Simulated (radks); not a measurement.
Spin polarisation of the 4f3 shell in Nd3+. Start: [Xe] 4f(up 1.5, down 1.5); electrons of 4f are moved from spin down to spin up, other shells keep equal spins. Calculated with a radial shooting solver on a logarithmic mesh with Libxc functionals: scalar-relativistic Kohn-Sham, BLYP, spin-polarised, spherical densities, finite nucleus; Fermi nuclear charge, rms radius of each element as measured or else 0.836 A^(1/3) + 0.57 fm.

moment (Bohr magnetons)	E - E(0) (eV)	e(4f up) (eV)	e(4f down) (eV)	5p down minus up (eV)	5s down minus up (eV)	4d down minus up (eV)
0	0.000	-30.604	-30.604	0.000	0.000	0.000
0.75	-0.100	-30.860	-30.325	0.258	0.339	0.608
1.5	-0.402	-31.093	-30.024	0.516	0.677	1.216
2.25	-0.903	-31.302	-29.701	0.775	1.015	1.821
3	-1.603	-31.486	-29.356	1.032	1.353	2.425

At moment 3 the spin-polarisation energy is -1.603 eV and the 4f exchange splitting 2.131 eV, that is 0.710 eV per Bohr magneton; E = -I m^2/4 would give I = 0.713 eV.
